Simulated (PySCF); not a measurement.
Si(CCH)(Cl)2(H) (C2H2Cl2Si), SMILES C#C[SiH](Cl)Cl.

Geometry: B3LYP-D3(BJ)/def2-SVP.

Two levels are set side by side: PBE/def2-TZVP (PySCF) and ωB97X/def2-TZVP (PySCF). Same geometry, gas phase. Differences are taken from unrounded values.

| quantity | PBE |
|---|---|
| orbital gap (eV) | 5.61 |
| highest occupied level (eV) | -7.51 |
| lowest empty level (eV) | -1.90 |
| dipole moment (D) | 1.81 |
| mean polarisability (bohr³) | 69.7 |

### Question
These are the PBE values. What does ωB97X give? (Estimate from the structure and the level; the computed values follow.)

### Answer

```json
[
 {"quantity": "orbital gap (eV)", "ωB97X": "12.36", "PBE minus ωB97X": "-6.75"},
 {"quantity": "highest occupied level (eV)", "ωB97X": "-11.19", "PBE minus ωB97X": "3.67"},
 {"quantity": "lowest empty level (eV)", "ωB97X": "1.18", "PBE minus ωB97X": "-3.08"},
 {"quantity": "dipole moment (D)", "ωB97X": "1.98", "PBE minus ωB97X": "-0.18"},
 {"quantity": "mean polarisability (bohr³)", "ωB97X": "66.2", "PBE minus ωB97X": "3.5"}
]
```

PBE's occupied levels lie high since its potential decays too fast outside the molecule; exact exchange lowers them and widens the gap. PBE's more diffuse valence density responds more strongly to a field. Differences between two approximate levels are no errors against the true value.

Rough cost on one machine, each run with all the roots and properties that it gave: ωB97X against PBE within a factor of 2.
